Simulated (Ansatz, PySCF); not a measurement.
System: sum formula BHBr (charge 0, doublet). It need not be the lowest isomer of its formula. SMILES: [BH]Br
Geometry: optimised at B3LYP-D3(BJ)/def2-TZVP (Ansatz, a program for electronic structure).

Wanted: atomisation energy (electronic, to ground-state atoms), in kcal/mol. Correlated levels leave the core frozen unless marked. UHF or UKS for open shells. No spin-orbit coupling. Frozen are the shells of the preceding noble gas and the d and f shells that filled before the atom's block. Non-relativistic. The coupled-cluster limit lacks core correlation, which all-electron functionals hold. CBS marks a two-point X^-3 extrapolation of the correlation energy; Hartree-Fock from the larger set (for Q and 5 zeta extrapolated as (X+1)exp(-9√X)).

```
level                                program  atomisation energy (kcal/mol)
----------------------------  --------------  -----------------------------
BLYP/def2-TZVPD                       Ansatz                          173.5
BP86/def2-TZVPD                        PySCF                              …
PBE0-D3(BJ)/def2-TZVP         Ansatz + dftd3                          179.6
PBE0-D3(BJ)/def2-TZVPD        Ansatz + dftd3                          179.6
BHLYP-D3(BJ)/def2-TZVPD       Ansatz + dftd3                          172.0
PW6B95/def2-TZVPD                      PySCF                              …
SCS-MP2/6-31G*                        Ansatz                          160.3
CCSD/6-31G                            Ansatz                              …
CCSD(T)/CBS(cc-pVQZ,cc-pV5Z)          Ansatz                              …
```

Problem. What belongs in the gaps?

Solution. 
- BP86/def2-TZVPD, atomisation energy (kcal/mol): 181.7
- PW6B95/def2-TZVPD, atomisation energy (kcal/mol): 176.1
- CCSD/6-31G, atomisation energy (kcal/mol): 139.8
- CCSD(T)/CBS(cc-pVQZ,cc-pV5Z), atomisation energy (kcal/mol): 172.5
